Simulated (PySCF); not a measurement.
Excitations are Tamm–Dancoff values on a coarser integration grid. The basis has no diffuse functions, so Rydberg states are missing or too high.

Cartesian coordinates (Å):
```xyz
14

B      2.6437     0.5823     0.1569
C      1.1329     0.2754     0.0911
C      0.6160    -0.7271    -0.7616
C     -0.7481    -0.9925    -0.8100
C     -1.5890    -0.2356     0.0115
O     -2.9147    -0.4676    -0.0116
C     -1.0062     0.7507     0.8396
N      0.2882     0.9965     0.8801
H      3.0592     1.4406     0.8909
H      3.4088    -0.0469    -0.5356
H      1.3049    -1.2975    -1.3887
H     -1.1750    -1.7603    -1.4585
H     -3.3622     0.1292     0.6050
H     -1.6584     1.3529     1.4909
```
Charge 0, spin multiplicity 1.

Question: What HOMO–LUMO gap, dipole moment, HOMO, S1–T1 gap (TDA), S1 excitation (TDA), brightest of the four lowest singlets (TDA), T1 excitation (TDA) and S1 oscillator strength does TPSSh-D3(BJ)/def2-TZVP // B3LYP-D3(BJ)/def2-SVP in PySCF 2.14.0 give?

Answer: 
The HOMO–LUMO gap is 4.18 eV, the dipole moment is 3.20 D and the HOMO comes out as -6.59 eV. The S1–T1 gap (TDA) is 0.49 eV and the S1 excitation (TDA) is 3.65 eV. The brightest of the four lowest singlets (TDA) is 4.83 eV and the T1 excitation (TDA) comes out as 3.16 eV. The S1 oscillator strength is 0.001.
